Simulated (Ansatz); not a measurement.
A structure relaxed at PBE0-D4/def2-TZVP, charge 0, multiplicity 2:

```
atom   x (Å)   y (Å)   z (Å)
  C1   0.677   0.728   0.022
 Si2  -0.577  -0.636  -0.054
  O3  -1.856  -0.190   0.881
  F4   0.113  -1.989   0.432
  H5   0.979   0.912   1.054
  H6   0.268   1.649  -0.396
  H7   1.561   0.435  -0.550
  H8  -1.164  -0.909  -1.389
```

Problem. Give its formula and SMILES.

Solution. CH4FOSi, `C[SiH]([O])F`.

Problem. Summarise the bond lengths by kind.

Solution. 1 × C–Si 1.854 Å; 3 × C–H 1.091 to 1.093 Å; 1 × O–Si 1.646 Å; 1 × F–Si 1.595 Å; 1 × H–Si 1.484 Å.

Computed with Ansatz.
